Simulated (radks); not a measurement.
Q: The lead ion Pb72+, [Ne]. All-electron calculation, non-relativistic Kohn-Sham, r2SCAN, spin-polarised, spherical densities, point nucleus; meta-GGA in the generalised Kohn-Sham scheme. Program: a radial shooting solver on a logarithmic mesh with Libxc functionals. Every spin shell is full or empty, so the densities are truly spherical. Functionals are evaluated on that one density, not self-consistently. Rank these orbital-free kinetic functionals by their error against the exact value of the orbitals, and give that value: Thomas-Fermi, TF + vW, TF + vW/9, TF + vW/5, LC94, APBEK, revAPBEK, Perdew 92, Thakkar, Pearson, LKT, PG1, DePristo-Kress, Ernzerhof.

A: Exact: 12744.3 hartree. From best to worst, with 100 (|E| - |E exact|)/|E exact| (equal figures are ties): TF + vW/9 +0.26, Perdew 92 +0.27, Thakkar +0.51, Pearson -0.65, LC94 +0.89, DePristo-Kress +0.93, APBEK +0.95, Ernzerhof +1.07, revAPBEK +1.25, TF + vW/5 +5.14, Thomas-Fermi -5.84, PG1 +23.16, LKT +28.28, TF + vW +49.03.
